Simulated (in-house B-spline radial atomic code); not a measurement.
A run on La (an excited or competing configuration) that did not converge. Method: scalar-relativistic (X2C) wB97X, spin-polarised, spherical fractional occupations, exact exchange averaged over the configuration, Fermi nucleus of rms radius 4.855 fm; computed with an all-electron radial atomic-structure program (B-spline basis).

Command:
```bash
python run_scf.py task.json out
```
Settings (nuclear radius in fm, mass in u):
```
Z                57
configuration    [Xe] 5d1 6s1 7f1
hamiltonian      x2c
method           wb97x
spin_polarised   True
nucleus          fermi
rms_radius       4.855
atomic_mass      138.90636
speed_of_light   137.035999084
exact_exchange   averaged over the configuration
```

First and last ten iterations of the last attempt (damped for 15 steps, keeping 80 % of the old Fock matrix, then DIIS):
```
 iter        energy (Eh)    residual
    1       -8486.590593    4.88e-01
    2       -8490.059931    2.75e-01
    3       -8491.427407    1.84e-01
    4       -8492.079605    1.21e-01
    5       -8492.382728    7.95e-02
    6       -8492.521813    5.19e-02
    7       -8492.585624    3.50e-02
    8       -8492.615033    2.53e-02
    9       -8492.628591    1.84e-02
   10       -8492.634898    1.34e-02
  111       -8492.641016    1.31e-04
  112       -8492.640995    2.57e-04
  113       -8492.640894    3.60e-04
  114       -8492.640987    2.58e-04
  115       -8492.640987    1.14e-04
  116       -8492.640976    2.33e-04
  117       -8492.640964    3.49e-04
  118       -8492.640949    2.11e-04
  119       -8492.641007    1.07e-04
  120       -8492.640998    2.18e-04
 not converged after 120 iterations
```

The smallest residual met was 8.1e-05; the threshold is about 6e-07. No energy from this run should be used. Time taken, with all properties: 62 s on 1 thread of Arm Neoverse N1, on a shared host.
